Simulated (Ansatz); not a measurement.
The lowest singlet and triplet of H2Si2 (SMILES [Si]=[SiH2]); geometries from B3LYP-D3(BJ)/def2-TZVP, each state relaxed from the structure named, with no frequency check.
Singlet (charge 0, multiplicity 1):
```xyz
4

Si     1.227    -0.058     0.011
Si    -0.970     0.046    -0.009
H     -1.855    -1.145    -0.011
H     -1.739     1.315    -0.021
```

A positive gap puts the triplet lower; no zero-point energy. R- takes a restricted singlet. The triplet is unrestricted in single-reference levels. Active spaces average the two states.

Correlated levels freeze the cores.

The values were computed with Ansatz (Gaussian basis) for Hartree–Fock, density functionals and correlated methods. 

What is the computed gap E(singlet) − E(triplet), vertical, at the singlet's geometry (R-HF/cc-pV(T+d)Z)?

7.6 kcal/mol

What is the computed gap E(singlet) − E(triplet), vertical, at the singlet's geometry (FIC-MRCISD+Q on SA-CASSCF(4,4)/cc-pV(Q+d)Z)?

-12.2 kcal/mol

What is the computed gap E(singlet) − E(triplet), vertical, at the singlet's geometry (R-SCS-MP2/cc-pV(D+d)Z)?

-9.8 kcal/mol

Doubts at one or more of the structures used: a restricted determinant that unrestricted orbitals would lower (R-HF/cc-pV(T+d)Z, R-SCS-MP2/cc-pV(D+d)Z).

Ansatz is a first-principles code.
